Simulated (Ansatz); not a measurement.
Reaction (ligand exchange at a Zn–S bond): `[CH3][Zn][S][Si](F)(F)F` + PH₃ → `[CH3][Zn][PH2]` + `F[Si](F)(F)S`

Calculated with Ansatz (gas phase, PBE0-D4/def2-TZVP geometries, no zero-point term in ΔE). CCSD(T)/CBS is the MP2 limit (def2-TZVPP, def2-QZVPP) plus CCSD(T) − MP2 in def2-TZVPP, frozen cores. This one scheme is used for every species. Functionals use def2-TZVPP. For Zn outer-core shells are correlated without core-valence functions, which leaves a few kJ/mol of doubt a bond. Scalar relativity is left out up to krypton. Each species was taken in one conformer, which may not be the lowest.

```csv
species,PBE0-D4 energy (Eh)
`[CH3][Zn][S][Si](F)(F)F`,-2806.15234
PH₃,-343.01773
`[CH3][Zn][PH2]`,-2161.46506
`F[Si](F)(F)S`,-987.67810
```

(1) Work out ΔE.

Largest T1 diagnostic among the species: 0.014.

Answers

(1) ΔE = (-2161.46506) + (-987.67810) − (-2806.15234) − (-343.01773) = 0.02691 Eh = +70.7 kJ/mol. CCSD(T)/CBS gives +75.1 kJ/mol.

From BLYP to BHLYP (50 % exact exchange), in def2-TZVPP and without D4, ΔE moves by +12.3 kJ/mol. At CCSD(T), def2-SVP lies +10.9 kJ/mol from the extrapolated value and def2-TZVPP −0.7 kJ/mol. Leaving LDA and LC-ωPBE aside and taking each functional with its dispersion term where it has one, the values, not all of them listed here, spread over 15.1 kJ/mol, from revPBE-D4 to BHLYP-D4.
